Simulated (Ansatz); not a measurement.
Ansatz (a program for electronic structure) input file for CH10O2Si3, SMILES C[Si@@H](O)[Si@H](O)[SiH3], PBE0/def2-SVPD. Geometry: ωB97X-D3(BJ)/def2-SVP. The structure was generated by enumeration; whether it is a known compound was not checked. One conformer was computed; it need not be the lowest.

Ansatz 0.2 input:
```yaml
crystal:
  periodic: [false, false, false]
  atoms:
    - {symbol: C, position_ang: [2.24997618, -0.24298463, 0.86300896]}
    - {symbol: Si, position_ang: [1.32769889, 0.48986366, -0.59865921]}
    - {symbol: O, position_ang: [1.38473169, -0.48185584, -1.96752544]}
    - {symbol: Si, position_ang: [-0.91374586, 0.71365498, 0.03529650]}
    - {symbol: O, position_ang: [-1.09199670, 1.47678865, 1.52830557]}
    - {symbol: Si, position_ang: [-1.69484359, -1.46713624, 0.29505182]}
    - {symbol: H, position_ang: [3.32534885, -0.35806038, 0.65381922]}
    - {symbol: H, position_ang: [2.13222318, 0.41461696, 1.74074965]}
    - {symbol: H, position_ang: [1.84247107, -1.23084324, 1.13416105]}
    - {symbol: H, position_ang: [1.96357485, 1.77774812, -0.99843598]}
    - {symbol: H, position_ang: [0.84648696, -1.27991689, -1.95527121]}
    - {symbol: H, position_ang: [-1.72060997, 1.39168128, -1.03056972]}
    - {symbol: H, position_ang: [-0.80369913, 2.39471221, 1.56924369]}
    - {symbol: H, position_ang: [-0.97294737, -2.13678524, 1.41803656]}
    - {symbol: H, position_ang: [-3.16487698, -1.57178705, 0.52245420]}
    - {symbol: H, position_ang: [-1.35724035, -2.21227377, -0.96212996]}
basis:
  gaussian:
    orbitals: def2-SVPD
hamiltonian:
  xc: {name: PBE0}
```

Program output:

```
WARN ansatz: RAYON_NUM_THREADS=2 ignored (pool sized by the plan → 2); use --threads N
Functional definition: PBE0
integrals: 0.21 GiB planned
1914 factors; their error is unknown
mean field: 1.73 GiB planned
mean field evaluation 1: about -28891.2767 eV, gradient 7.7e1 eV
mean field evaluation 2: about -28872.7517 eV, gradient 1.2e2 eV
mean field evaluation 4: about -28902.4780 eV, gradient 5.2e0 eV
mean field evaluation 8: about -28902.5404 eV, gradient 6.3e-2 eV
mean field evaluation 16: about -28902.7405 eV, gradient 2.9e-5 eV
mean field -28902.74050990 eV, -1062.1561227576 hartree, gradient 2.9e-5 eV, S^2 0.000000; 0 other end points of the search recorded, 0 dependent functions left out
reference -28902.74055846 eV, -1062.1561245423 hartree; 37, 37 occupied and 181, 181 virtual orbitals, 1914 factors
Total energy: -28902.74055846 eV, -1062.1561245423 hartree
```

The calculation finished and met its thresholds.

Cost: roughly 14 core-seconds.
